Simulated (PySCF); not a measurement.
A GIAO shielding run with PySCF (density fitting, non-relativistic, gas phase) on SMILES S[SiH2]O[SiH2]S, H6OS2Si2:

```
$ OMP_NUM_THREADS=1 python probes_run.py task.json out

{"job": {"kind": "nmr", "xc": "LDA", "basis": "pcSseg-2", "pop": false}, "charge": 0, "multiplicity": 1}
S      2.099723     0.450667     1.040850
Si     1.432562    -0.173634    -0.899769
O     -0.160904    -0.621662    -0.907970
Si    -1.601524    -0.534564    -0.094305
S     -1.710017     1.153263     1.224721
H      1.421448     1.619903     1.004818
H      2.270226    -1.354758    -1.232268
H      1.620829     0.928757    -1.880417
H     -2.694585    -0.324954    -1.077754
H     -1.785383    -1.793100     0.677287
H     -0.853078     0.624869     2.127519
```

Hardware: 1 thread of an Arm Neoverse V1, shared host.

(1) How large is the calculation?

(2) How long does it take, and how much memory does it need?

(3) And these other runs on the same molecule and hardware: GIAO shielding at B3LYP/pcSseg-2; GIAO shielding at B97-D/pcSseg-2; GIAO shielding at BLYP/pcSseg-2; GIAO shielding at BP86/pcSseg-2; GIAO shielding at HF/pcSseg-2; GIAO shielding at KT2/pcSseg-2?

## Answers

(1) 74 electrons, 292 basis functions and 931 auxiliary functions.

(2) 43 s of wall time, with 14 SCF cycles; peak memory 0.97 GiB. Times on a shared host scatter by some tens of per cent.

(3) B3LYP/pcSseg-2: 292 functions, 45 s; B97-D/pcSseg-2: 292 functions, 52 s; BLYP/pcSseg-2: 292 functions, 52 s; BP86/pcSseg-2: 292 functions, 53 s; HF/pcSseg-2: 292 functions, 30 s; KT2/pcSseg-2: 292 functions, 54 s.
